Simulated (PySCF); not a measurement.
**Correlation energy of P³⁺ (phosphorus, charge +3)**

[Ne] 3s2, closed-shell 1S. Calculation: PySCF 2.14, in aug-cc-pCVTZ-DK (8s7p5d3f, 75 functions); scalar relativity by spin-free X2C-1e. Frozen: 1s2; 10 electrons correlated.

```csv
level,correlation energy (mhartree)
CCSD,-338.27
(T),-2.89
CCSD(T),-341.16
```

Diagnostics: T1 = 0.0037, D1 = 0.0113, largest double amplitude 0.105.

Cost of the coupled-cluster step: roughly 4 core-seconds, for 10 correlated electrons.

Iterations:

```
CC2 = 0
CCSD nocc = 5, nmo = 74
frozen orbitals [0]
max_cycle = 100
direct = 0
conv_tol = 1e-08
conv_tol_normt = 1e-06
diis_space = 8
diis_start_cycle = 0
Init t2, MP2 energy = -339.701903373203  E_corr(MP2) -0.324481353036351
Init E_corr(CCSD) = -0.324481353037336
cycle = 1  E_corr(CCSD) = -0.333584524711509  dE = -0.00910317167  norm(t1,t2) = 0.036994
cycle = 2  E_corr(CCSD) = -0.336605460974492  dE = -0.00302093626  norm(t1,t2) = 0.0151953
cycle = 3  E_corr(CCSD) = -0.338292662419003  dE = -0.00168720144  norm(t1,t2) = 0.0066229
cycle = 4  E_corr(CCSD) = -0.33827335774043  dE = 1.93046786e-05  norm(t1,t2) = 0.00031905
cycle = 5  E_corr(CCSD) = -0.338270565627776  dE = 2.79211265e-06  norm(t1,t2) = 1.67172e-05
cycle = 6  E_corr(CCSD) = -0.338271494373518  dE = -9.28745742e-07  norm(t1,t2) = 3.013e-06
cycle = 7  E_corr(CCSD) = -0.338271380198385  dE = 1.14175133e-07  norm(t1,t2) = 4.07283e-07
cycle = 8  E_corr(CCSD) = -0.338271366577845  dE = 1.362054e-08  norm(t1,t2) = 5.9071e-08
cycle = 9  E_corr(CCSD) = -0.338271367531732  dE = -9.53887691e-10  norm(t1,t2) = 7.25944e-09
CCSD converged
E(CCSD) = -339.7156933876989  E_corr = -0.3382713675317324
CCSD(T) correction = -0.00288937589497796
```
